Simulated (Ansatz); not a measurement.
Molecule: sum formula HSiO (charge 0, doublet). It need not be the lowest isomer of its formula. SMILES: O[Si]
Coordinates optimised at B3LYP-D3(BJ)/def2-TZVP (Ansatz, a first-principles code):
```xyz
3

Si    -0.4756    -0.2396    -0.4065
O      0.7270     0.2681     0.6132
H      0.8420     1.2098     0.7857
```
Charge 0, spin multiplicity 2.

**Question.** Give the harmonic wavenumbers at B3LYP-D3(BJ)/def2-TZVP (Ansatz, finite differences of forces, unscaled).

**Answer.** 756, 865, 3787 cm⁻¹. Zero-point energy 7.7 kcal/mol.

**Question.** From these and the geometry, give the ideal-gas thermochemistry at 298.15 K and 1 atm (rigid rotor, harmonic oscillator).

**Answer.** Point group Cs, rotational symmetry number 1. Rotational constants 793.4, 16.66, 16.31 GHz. S(trans) 37.34, S(rot) 17.95, S(vib) 0.41, S(elec, spin only) 1.38, S 57.1 cal/(mol K). H(298) - H(0) 2.47 kcal/mol; G - E(el) -6.8 kcal/mol.
